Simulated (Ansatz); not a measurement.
As2PtH8⁺, that is cis-PtH2(AsH3)2 with one electron fewer, relaxed as a doublet with UKS PBE0-D4/def2-SVP in Ansatz, starting from the PBE0-D4/def2-SVP geometry of the neutral singlet. Force threshold 0.02 eV/Å.

In the def2 sets Pt takes a core potential; there is no spin–orbit coupling. In the charge 1 doublet, H2 and H3 lie 0.85 Å apart (atoms count from 1), so H2 has formed as a molecule. The name describes the singlet; other states may take another shape.

Start:

```
atom   x (Å)   y (Å)   z (Å)
 Pt1  -0.875  -0.663  -0.251
  H2  -1.967  -1.561   0.469
  H3  -1.687  -1.182  -1.511
 As4   0.576   0.586  -1.759
  H5   1.758   1.438  -1.328
  H6  -0.064   1.623  -2.656
  H7   1.301  -0.174  -2.847
 As8   0.053  -0.122   1.937
  H9   0.485  -1.263   2.832
 H10  -0.850   0.563   2.938
 H11   1.271   0.755   2.176
```

| step | energy (eV) | largest force component (eV/Å) | SCF passes |
| --- | --- | --- | --- |
| 1 | -125022.8929 | 1.764 | 24 |
| 2 | -125023.0308 | 0.311 | 29 |
| 3 | -125023.0647 | 0.081 | 30 |
| 4 | -125023.0666 | 0.031 | 21 |
| 5 | -125023.0693 | 0.045 | 27 |
| 6 | -125023.0744 | 0.084 | 30 |
| 7 | -125023.0897 | 0.243 | 28 |
| 8 | -125023.1370 | 0.437 | 31 |
| 9 | -125023.2143 | 0.360 | 28 |
| 10 | -125023.3201 | 0.432 | 26 |
| 11 | -125023.5073 | 1.146 | 27 |
| 12 | -125023.5500 | 1.268 | 28 |
| 13 | -125023.6057 | 0.573 | 23 |
| 14 | -125023.6238 | 0.093 | 24 |
| 15 (rejected) | -125023.6111 | 0.164 | 23 |
| 16 | -125023.6248 | 0.003 | 25 |

Force components are those of the run's own axes.

End:

```xyz
11

Pt   -0.0190   -0.0144   -0.0053
H    -1.4343   -1.0968    0.0259
H    -1.3171   -0.9369   -0.8056
As    0.6085    0.6530   -2.2676
H     1.8014    1.5625   -2.3702
H    -0.4092    1.4137   -3.0700
H     0.9886   -0.4375   -3.2291
As   -0.0557   -0.2447    2.4242
H     0.1016   -1.6281    2.9895
H    -1.2864    0.2308    3.1436
H     1.0216    0.4982    3.1645
```

By distances, no bond broke or formed. The bond that changes most is Pt1–H3, from 1.59 to 1.78 Å (atoms count from 1). A close non-bonded pair moves further: H2–H3, from 2.03 to 0.85 Å.

No frequencies were taken in this run, so the end may be a saddle point.

Run time 77 s (4 threads of Arm Neoverse V1 on a shared host).
